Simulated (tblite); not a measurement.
What does the GFN2-xTB structure of `C(C(Cl)Cl)[Si@@H](C#N)C1CC1` look like in three dimensions?

```
atom  x, y, z in Å
N1     1.1821   -2.9941    0.8393
C2     0.7756   -2.0184    0.3982
Si3    0.1369   -0.4006   -0.2981
C4     1.5093    0.8834    0.0638
C5     2.8730    0.2918   -0.1641
Cl6    2.9898   -0.3711   -1.8088
Cl7    4.1613    1.5087    0.0618
C8    -1.4195    0.0345    0.6621
C9    -2.4899    0.8787    0.0220
C10   -2.7348   -0.5722    0.2545
H11   -0.1034   -0.5902   -1.7283
H12    1.3825    1.7534   -0.5806
H13    1.4577    1.2381    1.0942
H14    3.0931   -0.5295    0.5200
H15   -1.2965    0.1818    1.7297
H16   -3.0104    1.5938    0.6412
H17   -2.3422    1.2143   -0.9932
H18   -2.7502   -1.2312   -0.5999
H19   -3.4244   -0.8619    1.0325
```

Orientation and origin are arbitrary. Atoms count from 1 in this order. Of the pairs four or more bonds apart, C2···H14 is among the closest relative to their van der Waals radii: 2.76 Å, 95 % of the sum of Bondi's values. The 3-membered ring C8–C9–C10 has internal angles of 59.3° to 60.4°. Si3 (SiH silicon) is distorted tetrahedral (angles from 105.3° to 113.2°). The C–Si distances run from 1.873 Å (C2–Si3, drawn single) to 1.914 Å (Si3–C4, drawn single), a spread of 0.041 Å.

Bonds between heavy atoms (Å): N1≡C2 1.145, C2–Si3 1.873, Si3–C4 1.914, C4–C5 1.504, C5–Cl6 1.777, C5–Cl7 1.786, Si3–C8 1.880, C8–C9 1.506, C9–C10 1.490, C8–C10 1.505.

Structure optimised with GFN2-xTB, isolated species.

Point group: C1 (no symmetry element, even within 0.4 Å). Its GFN2-xTB frequencies are all real (lowest 22 cm⁻¹). The numbers are those of one conformer (C2–Si3–C4–C5 40°, Si3–C4–C5–Cl6 55°, C2–Si3–C8–C9 -153°). 3 starts were optimised and ended at 0.00, 0.12 and 1.11 kcal/mol (GFN2-xTB); the lowest of these is shown.

All values are computed, not measured.
